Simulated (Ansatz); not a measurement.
[InClH3]- (InH₃Cl⁻) was relaxed with PBE0-D4 (def2-TZVPD) in Ansatz in these states: charge -1 singlet, neutral doublet. The geometries follow in no particular order.

In the def2 sets In takes a core potential; there is no spin–orbit coupling.

A:

```xyz
5

In    0.065   -0.203    0.092
Cl   -0.634    1.978   -0.899
H     1.792   -0.019    0.400
H    -0.316   -1.398   -1.148
H    -0.908   -0.358    1.555
```

B:

```xyz
5

In   -0.4330    0.2222   -0.2430
Cl    0.8641   -1.6359    0.7163
H     1.3670    0.3822    0.5570
H    -1.5547    0.7905    0.9043
H    -0.2434    0.2410   -1.9346
```

Question: Judge from the bond lengths which geometry belongs to which state (an estimate).

Answer: A is the charge -1 singlet (In1–H3 1.764 Å, In1–H5 1.764 Å, In1–H4 1.764 Å); B is the neutral doublet (In1–H3 1.976 Å, In1–H5 1.702 Å, In1–H4 1.702 Å).
